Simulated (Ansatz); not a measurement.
Molecule: C$_{2}$H$_{2}$Cl$_{4}$, charge 0, multiplicity 1. 
Structure (B3LYP-D3(BJ)/def2-TZVP (Ansatz, a quantum-chemistry and plane-wave program) minimum search):
```xyz
8

C     -0.7598     0.0501     0.0707
C      0.7598    -0.0501    -0.0707
Cl     1.3415    -1.6121     0.5674
Cl     1.5548     1.2875     0.8032
Cl    -1.5548    -1.2875    -0.8032
Cl    -1.3415     1.6121    -0.5674
H     -1.0549    -0.0129     1.1125
H      1.0549     0.0129    -1.1125
```
Charge 0, spin multiplicity 1.

Wanted: vertical triplet-singlet gap (E(triplet) - E(singlet); each state is the SCF solution reached for its spin), in kcal/mol. Correlated levels leave the core frozen unless marked. UHF or UKS for open shells. No spin-orbit coupling. Non-relativistic. CBS(X,Y): correlation extrapolated as X^-3; Hartree-Fock from the larger set.

| level | program | vertical triplet-singlet gap (kcal/mol) |
|---|---|---|
| HF/aug-cc-pV(D+d)Z | Ansatz | 142.4 |
| HF/aug-cc-pV(Q+d)Z | Ansatz | 140.6 |
| SVWN5/def2-TZVPD | Ansatz | 123.0 |
| wB97M-V/def2-TZVPD | Ansatz | 149.1 |
| RI-MP2/CBS(aug-cc-pV(T+d)Z,aug-cc-pV(Q+d)Z) | Ansatz | 154.3 |
| CCSD/aug-cc-pV(D+d)Z | Ansatz | 149.4 |
